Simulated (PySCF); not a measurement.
H4S2Si, SMILES S[SiH2]S.

Coordinates come from a B3LYP-D3(BJ)/def2-TZVP optimisation. One conformer was computed; it need not be the lowest.

All values below come from B3LYP-D3(BJ)/def2-TZVP (PySCF).

Frequencies are harmonic and unscaled.

Estimate the vibrational spectrum. (Estimate from the structure and the level; the computed values follow.)


```json
[
 {"mode": "1", "ν (cm⁻¹)": "145", "IR (km/mol)": "0.0", "moving atoms (share of kinetic energy)": "S 50 %, H 30 %, Si 20 %"},
 {"mode": "2", "ν (cm⁻¹)": "222", "IR (km/mol)": "26.3", "moving atoms (share of kinetic energy)": "H 88 %"},
 {"mode": "3", "ν (cm⁻¹)": "250", "IR (km/mol)": "21.4", "moving atoms (share of kinetic energy)": "H 76 %, S 21 %"},
 {"mode": "4", "ν (cm⁻¹)": "462", "IR (km/mol)": "21.8", "moving atoms (share of kinetic energy)": "S 58 %, Si 39 %"},
 {"mode": "5", "ν (cm⁻¹)": "488", "IR (km/mol)": "20.4", "moving atoms (share of kinetic energy)": "H 90 %, Si 9 %"},
 {"mode": "6", "ν (cm⁻¹)": "536", "IR (km/mol)": "69.2", "moving atoms (share of kinetic energy)": "Si 54 %, S 39 %"},
 {"mode": "7", "ν (cm⁻¹)": "634", "IR (km/mol)": "1.4", "moving atoms (share of kinetic energy)": "H 97 %"},
 {"mode": "8", "ν (cm⁻¹)": "746", "IR (km/mol)": "53.0", "moving atoms (share of kinetic energy)": "H 88 %"},
 {"mode": "9", "ν (cm⁻¹)": "829", "IR (km/mol)": "2.4", "moving atoms (share of kinetic energy)": "H 94 %"},
 {"mode": "10", "ν (cm⁻¹)": "887", "IR (km/mol)": "206.9", "moving atoms (share of kinetic energy)": "H 89 %, Si 9 %"},
 {"mode": "11", "ν (cm⁻¹)": "944", "IR (km/mol)": "95.5", "moving atoms (share of kinetic energy)": "H 96 %"},
 {"mode": "12", "ν (cm⁻¹)": "2240", "IR (km/mol)": "83.9", "moving atoms (share of kinetic energy)": "H 98 %"},
 {"mode": "13", "ν (cm⁻¹)": "2251", "IR (km/mol)": "88.1", "moving atoms (share of kinetic energy)": "H 95 %"},
 {"mode": "14", "ν (cm⁻¹)": "2669", "IR (km/mol)": "1.4", "moving atoms (share of kinetic energy)": "H 97 %"},
 {"mode": "15", "ν (cm⁻¹)": "2670", "IR (km/mol)": "0.4", "moving atoms (share of kinetic energy)": "H 97 %"}
]
```
